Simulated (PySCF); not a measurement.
An element was calculated at PBE (PySCF 2.14, spin-free X2C, a triple-zeta basis, no spin-orbit coupling), in the ground configurations that NIST lists.

| Property | Result |
| --- | --- |
| electron affinity | 0.845 eV |
| first ionisation energy | 6.413 eV |
| second ionisation energy | 13.391 eV |
| third ionisation energy | 23.445 eV |
| polarisability of the atom | 122 bohr³ |

**Question.** Which element is it?

**Answer.** Zirconium (Zr, Z = 40), in aug-cc-pVTZ-DK. NIST lists 6.634, 13.13, 23.170 eV for these ionisation energies.
